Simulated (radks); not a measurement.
Results of a calculation; reference values are marked as such.
Ionisation of neutral strontium, [Kr] 5s2, to [Kr] 5s1 as the strength of local exchange is varied. Code: a radial shooting solver on a logarithmic mesh with Libxc functionals. Model: Dirac Kohn-Sham, Slater X-alpha exchange (alpha = 2/3 is LDA exchange), no correlation, spin-unpolarised, spherical densities, finite nucleus; Fermi nuclear charge, rms radius 4.224 fm.

| alpha | E(Sr) (hartree) | exchange (hartree) | IE (eV) | -e of the level emptied (eV) | <r> of it (bohr) |
|---|---|---|---|---|---|
| 0.648 | -3169.90088 | -95.01930 | 5.126 | 2.763 (5s1/2) | 4.438 |
| 0.667 | -3172.68810 | -97.88617 | 5.217 | 2.844 (5s1/2) | 4.409 |
| 0.733 | -3182.38787 | -107.88043 | 5.539 | 3.132 (5s1/2) | 4.312 |
| 0.935 | -3212.24748 | -138.81271 | 6.581 | 4.082 (5s1/2) | 4.046 |
| 0.953 | -3214.92084 | -141.59418 | 6.677 | 4.171 (5s1/2) | 4.025 |
| 1.021 | -3225.03880 | -152.13901 | 7.049 | 4.516 (5s1/2) | 3.946 |

NIST Atomic Spectra Database: 5.695 eV (measured). The Delta-SCF value meets it near alpha = 0.76. Spin polarisation and multiplet splitting are left out, so open shells lie too high by an amount that depends on their filling.

Beside tabulated values, note that spin-unpolarised runs miss the spin-polarisation part of the exchange energy of open shells.
